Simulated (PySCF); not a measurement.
# Co: excitation energy

Co [Ar] 3d7 4s2 (4F) → Co [Ar] 3d9 (2D), as a difference of total energies. Calculation: PySCF 2.14, in aug-cc-pVQZ (9s8p6d4f3g2h, 140 functions); no relativity, point nucleus. Correlated levels: valence: [Ar] frozen. The calculations carry no spin-orbit coupling.

| method | excitation energy (eV) |
| --- | --- |
| UHF | 7.192 |
| LDA | 1.438 |
| PBE | 1.913 |
| PBE0 | 3.025 |
| r2SCAN | 2.977 |
| M06-2X | 3.717 |
| r2SCANh | 3.308 |
| MP2 (valence) | 1.403 |
| SCS-MP2 (valence) | 1.887 |

Question: How much does correlation contribute at MP2 (valence)?

Answer: 1.403 − (7.192) = -5.789 eV, measured against UHF.

A first-order spin-orbit estimate (lowest level to lowest level, LS coupling) adds 0.048 eV.
